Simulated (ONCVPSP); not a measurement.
carbon (C): variants of one ONCV potential

Base potential:

carbon (C), optimised norm-conserving Vanderbilt (ONCV), made with ONCVPSP 4.0.1 (PBE, fully relativistic). Core [He], reference 2s2 2p2. Waves: 2s: rc 0.85 bohr, ncon 4, nbas 8, qcut 7.1 1/bohr, 3 projectors, debl 0.5 Ha; 2p: rc 3.15 bohr, ncon 4, nbas 7, qcut 3.8 1/bohr, 2 projectors, debl 3.1 Ha. Local part: polynomial inside 0.70 bohr (lpopt 5, dvloc0 1 Ha). Core correction: Teter function, fcfact 5, rcfact 1.45.

Open shells are filled in proportion to 2j + 1.

In the s channel the program set the typed energies aside and used -0.505, 0.250, 0.750 Ha.

Cutoffs, loose and tight: the cutoffs (Ha) at which the residual kinetic energy of the hardest occupied pseudo-wave falls to 1 and 0.1 mHa per electron. They do not see the model core or the augmentation charge, which bear on the density cutoff. Test errors are all-electron minus pseudo excitation energies from the reference, over the configurations 2s2 2p1; 2s2 2p0; 2s1 2p0; 2s2 2p1.5. A dash means not determined; rows that change the core or the reference have their own tests.

A true bound ghost makes a file unfit for plane-wave use even where its test errors are small: the radial tests pick states by their node count and pass the ghost by.

```csv
change,outcome,"cutoff, loose","cutoff, tight",bound ghosts,GHOST(+) flags above zero,largest test error (meV)
base,"generated, projector energies reset by the program",20 Ha,211 Ha,"s, p3/2, p1/2",s,+3456
s: qcut 5.6,"generated, projector energies reset by the program",22 Ha,137 Ha,"s, p3/2, p1/2",s,+3456
s: qcut 6.5,"generated, projector energies reset by the program",20 Ha,206 Ha,"s, p3/2, p1/2",s,+3456
s: qcut 7.2,"generated, projector energies reset by the program",20 Ha,212 Ha,"s, p3/2, p1/2",s,+3456
s: qcut 7.6,"generated, projector energies reset by the program",20 Ha,212 Ha,"s, p3/2, p1/2",s,+3456
s: qcut 8.4,"generated, projector energies reset by the program",20 Ha,207 Ha,"s, p3/2, p1/2",s,+3456
s: qcut 9.1,"generated, projector energies reset by the program",21 Ha,194 Ha,"s, p3/2, p1/2",s,+3456
s: qcut 9.7,"generated, projector energies reset by the program",33 Ha,139 Ha,"s, p3/2, p1/2",none,+3456
s: qcut 10.7,"generated, projector energies reset by the program",41 Ha,73 Ha,"s, p3/2, p1/2",none,+3456
```

**Question.** What comes out with this change to the base: s: qcut 4.2?

**Answer.** outcome: generated, projector energies reset by the program; cutoff, loose: 41 Ha; cutoff, tight: 111 Ha; bound ghosts: s, p3/2, p1/2; GHOST(+) flags above zero: s; largest test error (meV): +3456.

**Question.** What comes out with this change to the base: s: qcut 5.1?

**Answer.** outcome: generated, projector energies reset by the program; cutoff, loose: 34 Ha; cutoff, tight: 98 Ha; bound ghosts: s, p3/2, p1/2; GHOST(+) flags above zero: s; largest test error (meV): +3456.

Reading the sweep of the qcut of the s channel (base included, trends over the rows without a ghost): Bound ghosts are found at 4.2, 5.1, 5.6, 6.5, 7.1, 7.2, 7.6, 8.4, 9.1, 9.7, 10.7 1/bohr. Every judged row has one, so this setting neither creates nor removes them.
